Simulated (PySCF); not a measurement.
# `O=C[C@@H]1CCNC(=O)C1`, C6H9NO2

Geometry:
```
atom   x (Å)   y (Å)   z (Å)
  O1   1.948  -0.602  -1.616
  C2   1.770   0.215  -0.759
  C3   1.006  -0.005   0.524
  C4   0.154  -1.273   0.482
  C5  -0.909  -1.142  -0.602
  N6  -1.591   0.132  -0.518
  C7  -1.146   1.278   0.034
  O8  -1.764   2.317  -0.083
  C9   0.124   1.194   0.867
 H10   2.199   1.234  -0.839
 H11   1.779  -0.102   1.299
 H12  -0.319  -1.419   1.455
 H13   0.777  -2.140   0.262
 H14  -1.651  -1.940  -0.498
 H15  -0.438  -1.245  -1.588
 H16  -2.420   0.234  -1.087
 H17  -0.191   1.136   1.912
 H18   0.661   2.136   0.744
```

Level of theory: GIAO PBE0/pcSseg-1 magnetisability, rotational g tensor and spin-rotation constants, non-relativistic, gas phase (PySCF). Geometry: GFN2-xTB.

Q: Give the nuclear spin-rotation constants along the inertial axes (H = +C I·J) beside the isotropic shieldings.

A: Rotational constants 2.6484, 1.3536, 1.1843 GHz. A star marks the isotopologue with that one atom substituted, in its own axes.
```
atom  isotope  Caa (kHz)  Cbb (kHz)  Ccc (kHz)  mean (kHz)  σ (ppm)
  N6      14N      0.307      0.078      0.087       0.157    138.3
 H10       1H     -0.192      0.131     -0.086      -0.049     21.7
 H11       1H     -0.236     -0.130     -0.006      -0.124     29.3
 H12       1H     -0.225     -0.140     -0.009      -0.125     30.1
 H13       1H      0.036     -0.113     -0.135      -0.070     29.4
 H14       1H     -0.294      0.055     -0.117      -0.118     28.5
 H15       1H     -0.169     -0.116     -0.003      -0.096     27.8
 H16       1H     -0.134     -0.095     -0.060      -0.096     27.2
 H17       1H     -0.230     -0.158      0.025      -0.121     29.1
 H18       1H     -0.286      0.051     -0.129      -0.121     29.0
  O1     17O*     -1.341     -1.039     -0.671      -1.017   -356.9
  C2     13C*      0.919      0.726      0.481       0.709    -22.5
  C3     13C*      0.528      0.260      0.201       0.330    138.6
  C4     13C*      0.389      0.215      0.169       0.258    163.3
  C5     13C*      0.409      0.251      0.219       0.293    146.0
  C7     13C*      0.919      0.606      0.363       0.629     19.3
  O8     17O*     -1.298     -0.636     -0.283      -0.739    -92.6
  C9     13C*      0.441      0.216      0.204       0.287    152.4
```
For the geometry as given, no vibrational averaging.
